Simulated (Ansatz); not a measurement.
Ansatz results at the PBE0-D4/def2-TZVP geometry: HOMO energy (PBE0/def2-TZVPP) -6.67 eV; HOMO–LUMO gap (PBE/def2-TZVPP) 4.27 eV; LUMO energy (PBE0/def2-TZVPP) -0.34 eV.

Each molecule was computed in one conformer, which needn't be the lowest.

(1) Which molecule gave them?
A. `CN[BH][AlH2]`
B. `O[SiH2][GeH2][F]`
C. `N[SiH]1OC[Se]1`
D. `C=NC(F)O[SiH3]`

## Answers

(1) C. The others give `C=NC(F)O[SiH3]`: -8.26, 4.41, -1.24; `CN[BH][AlH2]`: -6.89, 3.12, -1.84; `O[SiH2][GeH2][F]`: -8.26, 5.01, -1.18.
